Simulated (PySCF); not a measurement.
**CHBrClF: core ionisation energies**

Fluorochlorobromomethane, CHBrClF.
Numbering: `[F:1][C@@H:2]([Cl:3])[Br:4]`

Computed with PySCF 2.14.0, delta-SCF UKS SCAN, pcX-2 on the ionised atom, pcseg-1 elsewhere, spin-free X2C. Each binding energy is the total energy of the core-ionised species, with the hole localised on one atom, minus that of the ground state; both are solved self-consistently, so orbital relaxation is included.

Question: Give the core binding energies atom by atom.

Answer: 
```csv
atom(s),environment,level,binding energy (eV),2p1/2 (eV),count
F1,alkyl fluorine,F 1s,694.05,–,1
C2,sp3 C–F carbon,C 1s,296.20,–,1
Cl3,chlorine on a fluorinated carbon,Cl 2p3/2,206.98,208.64,1
Cl3,chlorine on a fluorinated carbon,Cl 1s,2829.55,–,1
```

Question: Which photon wavelength matches the F 1s of F1 threshold?

Answer: λ = hc/E = 12398.42 eV Å / 694.05 eV = 17.864 Å.

2p3/2 and 2p1/2 are the ΔSCF energy of one spin-free 2p hole plus the eigenvalues of a spin–orbit and ligand-field matrix of the shell. 2p1/2 minus 2p3/2 (ligand field included): Cl 1.65 eV. No level of bromine is listed. Geometry: PBE0-D3(BJ)/def2-SVP; no solvent, vibrations or thermal averaging.
